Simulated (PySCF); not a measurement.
C$_{4}$H$_{8}$ (SMILES CC1CC1), singlet, geometry from GFN2-xTB; DF-PBE/pcseg-2 (PySCF).

Here is a job for PySCF.
```python
from pyscf import gto, scf, dft

mol = gto.M(
    atom='''
C     1.53634729    0.13775199    0.14512239
C     0.19348337   -0.17973960   -0.46214521
C    -0.91615648   -0.69199071    0.40451311
C    -0.98670793    0.69378699   -0.16398714
H     2.14943831   -0.76022391    0.20784425
H     1.41584317    0.54273032    1.14725332
H     2.06639704    0.87087987   -0.46129836
H     0.25650953   -0.58766558   -1.46432824
H    -1.58016064   -1.44512490    0.00817652
H    -0.72624841   -0.79639308    1.46212050
H    -1.69912670    0.89161684   -0.95044640
H    -0.84444977    1.52532844    0.50965947
''',
    basis='pcseg-2',
    verbose=4,
    max_memory=1800,
)

mf = dft.RKS(mol)
mf.xc = 'pbe'
mf = mf.density_fit(auxbasis='def2-universal-jkfit')
mf.kernel()
```

What the program printed (banner, timings and long lists left out):

```
PySCF version 2.14.0

[INPUT] verbose = 4
[INPUT] num. atoms = 12
[INPUT] num. electrons = 32
[INPUT] charge = 0
[INPUT] spin (= nelec alpha-beta = 2S) = 0
[INPUT] symmetry False subgroup None
[INPUT] Mole.unit = angstrom
[INPUT] Symbol           X                Y                Z      unit          X                Y                Z       unit  Magmom
[INPUT]  1 C      1.536347290000   0.137751990000   0.145122390000 AA    2.903275610318   0.260313534214   0.274241571642 Bohr   0.0
[INPUT]  2 C      0.193483370000  -0.179739600000  -0.462145210000 AA    0.365630578958  -0.339658617739  -0.873327876680 Bohr   0.0
[INPUT]  3 C     -0.916156480000  -0.691990710000   0.404513110000 AA   -1.731284834446  -1.307672922643   0.764418991696 Bohr   0.0
[INPUT]  4 C     -0.986707930000   0.693786990000  -0.163987140000 AA   -1.864607752637   1.311067399886  -0.309890782551 Bohr   0.0
[INPUT]  5 H      2.149438310000  -0.760223910000   0.207844250000 AA    4.061849727548  -1.436614983246   0.392768709066 Bohr   0.0
[INPUT]  6 H      1.415843170000   0.542730320000   1.147253320000 AA    2.675555826636   1.025611664298   2.167994570298 Bohr   0.0
[INPUT]  7 H      2.066397040000   0.870879870000  -0.461298360000 AA    3.904924470212   1.645724441697  -0.871727562111 Bohr   0.0
[INPUT]  8 H      0.256509530000  -0.587665580000  -1.464328240000 AA    0.484732760041  -1.110526999034  -2.767179330066 Bohr   0.0
[INPUT]  9 H     -1.580160640000  -1.445124900000   0.008176520000 AA   -2.986070842417  -2.730890276789   0.015451383452 Bohr   0.0
[INPUT] 10 H     -0.726248410000  -0.796393080000   1.462120500000 AA   -1.372410593301  -1.504964808699   2.763007306112 Bohr   0.0
[INPUT] 11 H     -1.699126700000   0.891616840000  -0.950446400000 AA   -3.210884113936   1.684911635650  -1.796083392079 Bohr   0.0
[INPUT] 12 H     -0.844449770000   1.525328440000   0.509659470000 AA   -1.595778791252   2.882453001610   0.963116815091 Bohr   0.0

nuclear repulsion = 124.791871436283
number of shells = 40
number of NR pGTOs = 320
number of NR cGTOs = 232
basis = pcseg-2
ecp = {}

******** <class 'pyscf.df.df_jk.DFRKS'> ********
method = DFRKS
initial guess = minao
damping factor = 0
level_shift factor = 0
DIIS = <class 'pyscf.scf.diis.CDIIS'>
diis_start_cycle = 1
diis_space = 8
diis_damp = 0
SCF conv_tol = 1e-09
SCF conv_tol_grad = None
SCF max_cycles = 50
direct_scf = False
XC library pyscf.dft.libxc version 7.1.2
    S. Lehtola, C. Steigemann, M. J. T. Oliveira, and M. A. L. Marques,  SoftwareX 7, 1–5 (2018)
XC functionals = pbe
    J. P. Perdew, K. Burke, and M. Ernzerhof,  Phys. Rev. Lett. 77, 3865 (1996)
    J. P. Perdew, K. Burke, and M. Ernzerhof,  Phys. Rev. Lett. 78, 1396 (1997)
    J. P. Perdew, K. Burke, and M. Ernzerhof,  Phys. Rev. Lett. 77, 3865 (1996)
    J. P. Perdew, K. Burke, and M. Ernzerhof,  Phys. Rev. Lett. 78, 1396 (1997)
radial grids:
    Treutler-Ahlrichs [JCP 102, 346 (1995); DOI:10.1063/1.469408] (M4) radial grids

becke partition: Becke, JCP 88, 2547 (1988); DOI:10.1063/1.454033
pruning grids: <function nwchem_prune>
grids dens level: 3
symmetrized grids: False
atomic radii adjust function: <function treutler_atomic_radii_adjust>
small_rho_cutoff = 0
Set gradient conv threshold to 3.16228e-05
Initial guess from minao.
tot grids = 134936
init E= -157.224945393219
  HOMO = -0.339894327031393  LUMO = -0.0206067569660444  gap/eV = 8.68826
cycle= 1 E= -156.962806275102  delta_E= 0.262  |g|= 0.537  |ddm|= 2.36
  HOMO = -0.140948606305549  LUMO = 0.0318356215515454  gap/eV = 4.70170
cycle= 2 E= -156.835284161419  delta_E= 0.128  |g|= 0.874  |ddm|= 1.11
  HOMO = -0.246555667217528  LUMO = 0.00701841753421562  gap/eV = 6.90010
cycle= 3 E= -157.043530404951  delta_E= -0.208  |g|= 0.0653  |ddm|= 0.759
  HOMO = -0.241869061844131  LUMO = 0.00670072441999636  gap/eV = 6.76393
cycle= 4 E= -157.044330513064  delta_E= -0.0008  |g|= 0.0301  |ddm|= 0.0713
  HOMO = -0.243774698325741  LUMO = 0.00640236584707843  gap/eV = 6.80766
cycle= 5 E= -157.044529181688  delta_E= -0.000199  |g|= 0.00743  |ddm|= 0.0245
  HOMO = -0.243332874743427  LUMO = 0.00645815595403221  gap/eV = 6.79716
cycle= 6 E= -157.044541019281  delta_E= -1.18e-05  |g|= 0.00221  |ddm|= 0.00805
  HOMO = -0.243341377453246  LUMO = 0.00642871209607421  gap/eV = 6.79659
cycle= 7 E= -157.044542261708  delta_E= -1.24e-06  |g|= 0.000549  |ddm|= 0.00249
  HOMO = -0.243369019980513  LUMO = 0.00641971799827523  gap/eV = 6.79710
cycle= 8 E= -157.04454233299  delta_E= -7.13e-08  |g|= 0.000143  |ddm|= 0.00064
  HOMO = -0.243375113786145  LUMO = 0.00641731391198874  gap/eV = 6.79720
cycle= 9 E= -157.044542338549  delta_E= -5.56e-09  |g|= 1.12e-05  |ddm|= 0.000209
  HOMO = -0.243375531319629  LUMO = 0.00641671801246879  gap/eV = 6.79719
cycle= 10 E= -157.04454233858  delta_E= -3.18e-11  |g|= 2.53e-06  |ddm|= 1.78e-05
  HOMO = -0.243375246214491  LUMO = 0.00641683903932311  gap/eV = 6.79719
Extra cycle  E= -157.044542338581  delta_E= -9.09e-13  |g|= 2.11e-06  |ddm|= 4.74e-06
converged SCF energy = -157.044542338581
```
